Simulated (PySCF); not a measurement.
The first ionisation energy along group 10

Calculated with PySCF 2.14 from differences of total energies of unrestricted determinants, without spin-orbit coupling. Values in eV. The last column holds reference values (NIST; (s) semi-empirical, (t) theoretical, else measured). Unmarked ones compare directly (S terms, centres of terms, or small fine structure); those marked * lie between the lowest fine-structure levels and include a spin-orbit shift.

| element | configurations | UHF | LDA | PBE | PBE0 | MP2 (valence and next inner shell) | SCS-MP2 (valence and next inner shell) | reference |
| --- | --- | --- | --- | --- | --- | --- | --- | --- |
| Ni (aug-cc-pwCVTZ, non-relativistic) | [Ar] 3d8 4s2 → [Ar] 3d9 | 7.722 | 7.014 | 7.121 | 7.222 | 5.929 | 6.246 | 7.640 * |
| Pd (aug-cc-pwCVTZ-PP with ECP28MDF, ECP) | [Kr] 4d10 → [Kr] 4d9 | 6.228 | 9.227 | 8.780 | 8.379 | 8.858 | 8.528 | 8.512 |
| Pt (aug-cc-pwCVTZ-PP with ECP60MDF, ECP) | [Xe] 4f14 5d9 6s1 → [Xe] 4f14 5d9 | 7.566 | 9.734 | 9.341 | 9.047 | 9.218 | 8.944 | 8.959 * |

"Valence" correlates the outer s and p shells and, in groups 3 to 12 and the f block, the outer d or f shell, open or full, or the next shell where the ion has no valence electron left; the wider scheme adds the next inner shell.
